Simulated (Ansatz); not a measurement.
The I atom.

Charge 0, multiplicity 2. I takes the def2 core potential.

(1) List the PBE0/def2-TZVPP orbital energies in eV (Ansatz 0.2.0). (An estimate is asked.)

Answers

(1) Ansatz gave: α occupied: -188.49, -134.62, -134.07, -134.07, -53.67, -53.52, -53.52, -53.06, -53.06, -19.86, -9.39, -8.20, -8.20. α empty: 4.27, 4.73, 4.73, 5.03, 5.23, 5.23, 5.88, 5.88. β occupied: -188.38, -134.36, -134.04, -134.04, -53.43, -53.34, -53.34, -53.04, -53.04, -18.74, -7.86, -7.86. β empty: -5.50, 4.84, 4.84, 4.98, 5.98, 5.98, 6.15, 6.15. ⟨S²⟩ = 0.753.
